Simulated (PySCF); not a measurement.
## Working out the ionisation energy of Ar(14+)

Ar(14+) [He] 2s2 (1S) → Ar(15+) [He] 2s1 (2S). All numbers are calculated (PySCF 2.14, the spin-free X2C one-electron Hamiltonian (Gaussian nucleus), in an uncontracted even-tempered set (19 s from 2.4 bohr⁻², ratio 2.2; 9 p from 3.8 bohr⁻², ratio 2.4; 6 d from 11 bohr⁻², ratio 2.4; 5 f from 17 bohr⁻², ratio 2.4; 4 g from 26 bohr⁻², ratio 2.4)). Frozen: nothing; the 12 highest virtual orbitals dropped. Energies in hartree (1 hartree = 27.21139 eV):

```
             part  Ar(14+) (lower)  Ar(15+) (upper)
              UHF      -379.154687      -347.914613
MP2 opposite-spin        -0.174986        -0.050069
    MP2 same-spin        -0.003646        -0.001869
```

Q: What does Hartree-Fock give?

A: (-347.914613) − (-379.154687) = 31.240074 hartree = 850.086 eV.

Q: What do MP2 and SCS-MP2 (6/5 opposite-spin, 1/3 same-spin) give?

A: The opposite-spin parts differ by 3.399 eV and the same-spin parts by 0.048 eV. MP2: 850.086 + (3.399) + (0.048) = 853.533 eV. SCS-MP2: 850.086 + 1.2 × (3.399) + (0.048)/3 = 854.181 eV.

A first-order spin-orbit estimate adds 0.000 eV to MP2 (all electrons), giving 853.533 eV against 855.5 ± 0.3 eV (semi-empirical (NIST evaluation); NIST Atomic Spectra Database, ionization energies).

What remains against the reference includes basis incompleteness and correlation beyond second order.
